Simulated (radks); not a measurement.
Task: Species: Er. Configuration: [Xe] 4f11 6s2 6p1 (not the ground configuration). All-electron calculation, Dirac Kohn-Sham, PBEsol, spin-unpolarised, spherical densities, finite nucleus; open shells fill j = l - 1/2 first; Fermi nuclear charge, rms radius 5.2516 fm. Program: a radial shooting solver on a logarithmic mesh with Libxc functionals. Some entries of the table are withheld. Estimate them.

orbital,occ.,eigenvalue (eV),<r^2> (bohr^2)
1s1/2,2,-57280.59,0.0005683
2s1/2,2,-9626.464,0.008782
2p1/2,2,-9171.471,0.006332
2p3/2,4,-8255.235,0.007551
3s1/2,2,-2164.988,0.05800
3p1/2,2,-1964.961,0.05366
3p3/2,4,-1772.582,0.06051
3d3/2,4,-1429.688,0.04766
3d5/2,6,-1387.634,0.04956
4s1/2,2,-435.0780,0.2914
4p1/2,2,-355.0914,0.3041
4p3/2,4,-311.6115,0.3420
4d3/2,4,-179.7642,0.3852
4d5/2,6,-171.8411,0.4001
5s1/2,2,-58.9287,1.712
5p1/2,2,-36.7479,2.162
5p3/2,4,-30.9587,2.498
4f5/2,6,-13.0315,(1)
4f7/2,5,-11.8794,(2)
6s1/2,2,-5.6365,14.56
6p1/2,1,-2.3494,(3)
6p3/2,0,-1.9654,(4)

Result: 
(1) 4f5/2 <r^2> (bohr^2): 0.7727
(2) 4f7/2 <r^2> (bohr^2): 0.8048
(3) 6p1/2 <r^2> (bohr^2): 25.00
(4) 6p3/2 <r^2> (bohr^2): 28.95
